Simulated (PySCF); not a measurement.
C4H3N2, SMILES [c]1ncccn1, multiplicity 2.

Geometry optimised at PBE0-D3(BJ)/def2-SVP. The isomer is the one that the SMILES or the coordinates give; other isomers of the formula were not compared.

Calculation: SMD-ωB97X/6-31G* (PySCF).

Solvation free energies are E(SMD) − E(gas) at the gas-phase geometry, for 1 M in both phases. In vacuum the dipole moment is 3.48 D.

Estimate the solvation free energies in water, dichloromethane, acetone. (An estimate is asked for; the answer gives what the named calculation found.)


| solvent | ΔG(solv) (kcal/mol) | its non-electrostatic (CDS) part | dipole (D) |
|---|---|---|---|
| water | -3.8 | 3.0 | 4.78 |
| dichloromethane | -9.2 | -3.4 | 4.56 |
| acetone | -9.2 | -2.7 | 4.70 |
